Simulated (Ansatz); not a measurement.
The pair A = CH4O (SMILES CO) (first 6 atoms), B = CH2F2 (SMILES FCF); geometry from B3LYP-D3(BJ)/def2-TZVP.
(charge 0, multiplicity 1):
```xyz
11

C      0.387    -0.581     0.425
O      0.263     0.755     0.909
H     -0.270    -0.764    -0.431
H      0.092    -1.238     1.240
H      1.418    -0.817     0.143
H      0.540     1.364     0.218
F     -0.012    -1.079     3.871
C      0.249     0.240     4.133
F      1.390     0.305     4.880
H     -0.576     0.638     4.726
H      0.407     0.754     3.186
```

Programs: Ansatz (Gaussian basis) for Hartree–Fock, density functionals and correlated methods. Each number belongs to the level named beside it.

Total energies (hartree), monomers frozen at their geometry in the pair:

```
structure              HF/aug-cc-pVDZ  PBE/def2-TZVPPD  B3LYP/def2-TZVPPD
---------------------  --------------  ---------------  -----------------
AB                       -352.9959920     -354.4928837       -354.8823203
A in the pair's basis    -115.0616510     -115.6343159       -115.7805070
B in the pair's basis    -237.9314247     -238.8548330       -239.0985864
A                        -115.0614275     -115.6342827       -115.7804737
B                        -237.9310354     -238.8547625       -239.0985142
```

Question: Work out the interaction energy without and with the counterpoise correction, and the superposition error, for each level.

Answer: 
E(AB) − E(A) − E(B), times 627.509 kcal/mol, with the monomers in their own basis and then in the pair's basis:
- HF/aug-cc-pVDZ: -2.21 uncorrected, -1.83 corrected; the monomers gain 0.38 kcal/mol from borrowed functions
- PBE/def2-TZVPPD: -2.41 uncorrected, -2.34 corrected; the monomers gain 0.07 kcal/mol from borrowed functions
- B3LYP/def2-TZVPPD: -2.09 uncorrected, -2.02 corrected; the monomers gain 0.07 kcal/mol from borrowed functions

Ansatz is a quantum-chemistry and plane-wave program.
